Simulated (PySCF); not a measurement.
C3H10OSi2, SMILES [C@@H]([SiH2]O)(C=C)[SiH3].

Geometry optimised at PBE-D3(BJ)/def2-SVP. The structure was generated by enumeration; whether it is a known compound was not checked. The values are those of a single conformer.

These are CAM-B3LYP/def2-TZVP in PySCF values and carry that method's errors.

Isolated molecule, no solvent.

```yaml
total_energy: -774.57433 hartree
highest_occupied_level: -8.36 eV
lowest_empty_level: 0.62 eV
orbital_gap: 8.98 eV
dipole_moment: 1.36 D
quadrupole, principal values (traceless, Buckingham form, about the centre of nuclear charge): -6.90, -2.94, 9.84 D·Å
mean_static_polarisability: 93.3 bohr³ (13.83 Å³)
polarisability_principal_values: 80.1, 89.6, 110.3 bohr³
```
